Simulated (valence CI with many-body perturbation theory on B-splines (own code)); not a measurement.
Results of a calculation; reference values are marked as such.
## Level structure of Pm29+

Method: relativistic CI+MBPT: four valence electrons over a frozen Dirac-Fock core [Ar] 3d10, radial functions for each j: 11 s, 11 p, 10 d, 8 f, 5 g, 2 h, with the one-electron correlation potential Σ1, the two-electron term Σ2, the three-electron term Σ3, Breit, model QED; selected CI, second order for the rest, scaled by the run's own slope (own B-spline code, finite nucleus).

The last digits are not significant, and no measured levels were compared; by estimate large intervals hold to a few tenths of a per cent, small ones and those within an open d or f shell to about a per cent. Among the levels kept, up to 330 cm⁻¹ of a level comes from second order outside the variational space, and about a tenth of that is noise between levels of different J, which matters for small intervals.

Levels 136 to 180 of 182, with energies above the lowest level, (4s^2 4p1/2^2) J=0. "Leading %" is the weight of the configuration and term that name the level; weights of strongly mixed levels are sums over their largest components and can fall short. In the jj column 3d3/2^4 stands for four electrons in 3d with j = 3/2.

```tsv
No.	Configuration	Term	J	E (Ry)	Leading %	g	Second component	Leading jj
136	4p3 4d	3P°	2	25.835	27	1.213	8 % 4p3 4d 5D°	4p1/2 4p3/2^2 4d3/2 (52 %)
137	4p3 4d	3D°	3	25.861	19	1.199	8 % 4p3 4d 3G°	4s 4p1/2 4d3/2 4d5/2 (38 %)
138	4s 4p 4d2	5G°	4	25.867	52	1.182	11 % 4s 4p 4d2 5F°	4s 4p1/2 4d3/2 4d5/2 (54 %)
139	4s 4p 4d2	5D°	1	25.929	54	1.303	9 % 4p3 4d 3P°	4s 4p1/2 4d3/2 4d5/2 (42 %)
140	4s 4p 4d2	5D°	2	25.966	26	1.308	9 % 4s 4p 4d2 5F°	4s 4p1/2 4d3/2 4d5/2 (72 %)
141	4s 4p 4d2	5P°	1	26.065	36	1.805	14 % 4s 4p 4d2 3S°	4s 4p1/2 4d3/2 4d5/2 (52 %)
142	4p3 4d	3P°	0	26.089	38		27 % 4s 4p 4d2 5D°	4p1/2 4p3/2^2 4d5/2 (47 %)
143	4s 4p 4d2	5F°	1	26.119	43	0.616	10 % 4s 4p 4d2 3D°	4s 4p1/2 4d3/2^2 (53 %)
144	4s 4p 4d2	5D°	3	26.145	18	1.220	8 % 4s 4p2 4f 5G°	4s 4p1/2 4d3/2 4d5/2 (36 %)
145	4p3 4d	3F°	2	26.279	17	1.029	14 % 4p3 4d 1D°	4p1/2 4p3/2^2 4d5/2 (44 %)
146	4p3 4d	3P°	1	26.303	26	1.068	17 % 4s 4p 4d2 5D°	4p1/2 4p3/2^2 4d5/2 (32 %)
147	4p3 4d	3D°	2	26.312	40	1.179	12 % 4s 4p 4d2 5F°	4p1/2 4p3/2^2 4d5/2 (41 %)
148	4s 4p 4d2	5G°	5	26.316	34	1.222	15 % 4p3 4d 3G°	4s 4p1/2 4d3/2 4d5/2 (39 %)
149	4s 4p 4d2	3H°	4	26.365	50	0.918	12 % 4s 4p2 4f 3H°	4s 4p1/2 4d3/2 4d5/2 (53 %)
150	4p3 4d	1F°	3	26.371	22	1.021	14 % 4s 4p 4d2 3G°	4p1/2 4p3/2^2 4d5/2 (43 %)
151	4s 4p 4d2	5D°	2	26.404	15	1.334	15 % 4p3 4d 3D°	4p1/2 4p3/2^2 4d5/2 (45 %)
152	4p3 4d	3S°	1	26.485	26	1.702	21 % 4s 4p 4d2 5P°	4p1/2 4p3/2^2 4d3/2 (30 %)
153	4p3 4d	3F°	3	26.522	29	1.128	24 % 4p3 4d 1F°	4p1/2 4p3/2^2 4d5/2 (73 %)
154	4s 4p 4d2	5D°	4	26.531	32	1.315	11 % 4s 4p2 4f 5D°	4s 4p1/2 4d5/2^2 (47 %)
155	4s 4p 4d2	3F°	2	26.575	13	1.001	10 % 4p3 4d 3P°	4p1/2 4p3/2^2 4d5/2 (35 %)
156	4p3 4d	3D°	1	26.631	17	0.890	16 % 4p3 4d 1P°	4p1/2 4p3/2^2 4d3/2 (41 %)
157	4s 4p 4d2	3F°	2	26.666	23	1.042	12 % 4p3 4d 3D°	4p1/2 4p3/2^2 4d5/2 (27 %)
158	4s 4p 4d2	5D°	3	26.668	25	1.280	13 % 4s 4p 4d2 5F°	4s 4p1/2 4d3/2 4d5/2 (57 %)
159	4s 4p2 4f	5G°	5	26.701	19	1.179	17 % 4s 4p 4d2 3H°	4s 4p1/2 4p3/2 4f7/2 (42 %)
160	4s 4p 4d2	3G°	3	26.832	12	1.052	10 % 4s 4p 4d2 5D°	4s 4p1/2 4d3/2 4d5/2 (31 %)
161	4s 4p2 4f	5G°	4	26.856	23	1.168	17 % 4s 4p 4d2 3F°	4s 4p1/2 4p3/2 4f5/2 (44 %)
162	4s 4p 4d2	5D°	2	26.868	23	1.505	19 % 4s 4p 4d2 5P°	4s 4p1/2 4d3/2 4d5/2 (59 %)
163	4s 4p2 4f	5G°	3	26.884	27	1.110	13 % 4s 4p2 4f 5D°	4s 4p1/2 4p3/2 4f5/2 (61 %)
164	4s 4p2 4f	5G°	5	26.893	29	1.272	27 % 4s 4p2 4f 5F°	4s 4p1/2 4p3/2 4f7/2 (61 %)
165	4s 4p2 4f	5G°	4	26.908	26	1.268	17 % 4s 4p2 4f 5D°	4s 4p1/2 4p3/2 4f7/2 (32 %)
166	4s 4p 4d2	3D°	1	26.912	31	0.539	30 % 4s 4p2 4f 5F°	4s 4p1/2 4p3/2 4f5/2 (35 %)
167	4s 4p2 4f	5F°	2	26.914	31	1.148	12 % 4s 4p2 4f 5D°	4s 4p1/2 4p3/2 4f5/2 (52 %)
168	4s 4p2 4f	5F°	1	26.974	41	0.483	11 % 4s 4p 4d2 3D°	4s 4p1/2 4p3/2 4f5/2 (54 %)
169	4s 4p2 4f	5G°	6	27.060	47	1.254	38 % 4s 4p2 4f 3H°	4s 4p1/2 4p3/2 4f7/2 (81 %)
170	4s 4p 4d2	3F°	3	27.087	14	1.167	12 % 4s 4p 4d2 5D°	4s 4p1/2 4d5/2^2 (38 %)
171	4s 4p 4d2	3D°	2	27.098	18	1.292	14 % 4s 4p 4d2 3P°	4s 4p1/2 4d5/2^2 (47 %)
172	4s 4p 4d2	3G°	3	27.195	21	0.967	9 % 4s 4p2 4f 3G°	4s 4p1/2 4d3/2 4d5/2 (25 %)
173	4s 4p2 4f	3G°	5	27.212	40	1.254	31 % 4s 4p2 4f 5F°	4s 4p1/2 4p3/2 4f7/2 (59 %)
174	4s 4p2 4f	3G°	4	27.262	40	1.206	15 % 4s 4p2 4f 5D°	4s 4p1/2 4p3/2 4f5/2 (57 %)
175	4s 4p2 4f	3F°	3	27.295	34	1.197	22 % 4s 4p2 4f 5F°	4s 4p1/2 4p3/2 4f5/2 (54 %)
176	4s 4p2 4f	5D°	2	27.304	32	1.153	14 % 4s 4p2 4f 3F°	4s 4p1/2 4p3/2 4f5/2 (59 %)
177	4s 4p2 4f	5D°	0	27.307	34		20 % 4s 4p2 4f 3P°	4s 4p1/2 4p3/2 4f5/2 (49 %)
178	4s 4p2 4f	5D°	1	27.330	45	1.235	20 % 4s 4p2 4f 3P°	4s 4p1/2 4p3/2 4f5/2 (69 %)
179	4s 4p 4d2	3P°	0	27.355	34		18 % 4s 4p2 4f 5D°	4s 4p1/2 4d3/2 4d5/2 (38 %)
180	4s 4p2 4f	3F°	4	27.391	31	1.188	22 % 4s 4p2 4f 3G°	4s 4p1/2 4p3/2 4f7/2 (68 %)
```

Where two levels of one J and parity lie close, their mixing, g and order are uncertain.
